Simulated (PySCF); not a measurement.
SMILES O([SiH](Cl)Cl)[SiH2][O][Al]([OH])[OH], PBE0/def2-SVP optimised geometry.

```
14

Si    -1.65    -0.85     0.00
Cl    -2.27     1.18     0.00
Cl    -2.37    -1.62     1.75
O     -0.03    -0.85     0.00
Si     1.31     0.17    -0.23
O      0.79     1.52    -0.98
Al    -0.62     1.92    -1.89
O     -1.14     0.62    -2.89
O     -1.10     3.52    -2.18
H     -2.28    -1.52    -1.14
H      1.85     0.48     1.12
H      2.28    -0.61    -1.04
H     -1.84     0.70    -3.53
H     -0.73     4.29    -1.75
```

Density from PBE0/def2-TZVP run with PySCF at that geometry.

Minimum of the electron density along straight lines between bonded atoms, close to the bond critical point (lines longer than 1.1 times the sum of covalent radii, or with two minima, are not listed):

```csv
bond,length / Å,ρ at the minimum / e bohr⁻³,∇²ρ there / e bohr⁻⁵,position (fraction from the first atom)
Si1–Cl2,2.125,(withheld),(withheld),0.36
Si1–Cl3,2.044,0.103,0.23,0.36
Si1–O4,1.616,0.146,0.94,0.41
O4–Si5,1.694,0.118,0.68,0.59
Si5–O6,1.631,0.143,(withheld),0.41
O6–Al7,1.724,0.101,0.71,0.57
Al7–O8,1.708,0.108,0.77,0.43
Al7–O9,1.696,0.111,0.80,0.43
Si1–H10,1.469,0.132,0.12,0.49
Si5–H11,1.487,0.125,0.13,0.49
Si5–H12,1.486,0.126,0.13,0.49
O8–H13,0.959,0.358,-2.44,0.81
O9–H14,0.958,0.358,-2.45,0.81
```

Problem. Complete the blanks.

Solution. 
- Si1–Cl2, ρ at the minimum / e bohr⁻³: 0.088
- Si1–Cl2, ∇²ρ there / e bohr⁻⁵: 0.16
- Si5–O6, ∇²ρ there / e bohr⁻⁵: 0.88
